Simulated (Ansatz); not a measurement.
Isolated molecules relaxed with PBE0-D4/def2-TZVP in Ansatz; ΔE leaves out vibrations. CCSD(T)/CBS adds triple-zeta CCSD(T) − MP2 to the extrapolated MP2 energy (def2 sets, frozen cores). This one scheme is used for every species. DFT in def2-TZVPP. For Br outer-core shells are correlated without core-valence functions, which leaves a few kJ/mol of doubt a bond. Scalar relativity is left out up to krypton. Each species was taken in one conformer, which may not be the lowest.

Consider the formal hydrolysis of a B–Br bond: `CCB(S)Br` + H₂O → `CCB(O)S` + HBr.

| level | ΔE (kcal/mol) | difference from CCSD(T)/CBS |
| --- | --- | --- |
| revPBE-D4 | -8.7 | -0.3 |
| PBE-QIDH | -9.3 | -0.9 |
| r2SCAN0 | -10.8 | -2.4 |
| CAM-B3LYP | -13.8 | -5.4 |
| LC-ωPBE | -11.9 | -3.5 |
| RPA@PBE/def2-TZVPP | -10.1 | -1.7 |
| HF/def2-SVP | -17.6 | -9.2 |
| MP2/def2-SVP | -13.9 | -5.5 |
| MP2/def2-TZVPP | -7.8 | 0.6 |
| CCSD(T)/def2-TZVPP | -9.9 | -1.5 |
| CCSD(T)/CBS | -8.4 | 0 |

Largest T1 diagnostic among the species: 0.012.

The D4 term adds +1.6 kcal/mol with B3LYP and +0.9 kcal/mol with PBE0; it sums over pairs of atoms, weighted by their polarisabilities, and B3LYP, whose exchange is more repulsive, gets the larger term. Leaving LDA and LC-ωPBE aside and taking each functional with its dispersion term where it has one, the values, not all of them listed here, spread over 4.1 kcal/mol, from CAM-B3LYP-D4 to revPBE-D4. LDA lies −1.3 kcal/mol from PBE without D4.

B3LYP here is the variant with VWN-RPA as its local correlation; programs differ in this.
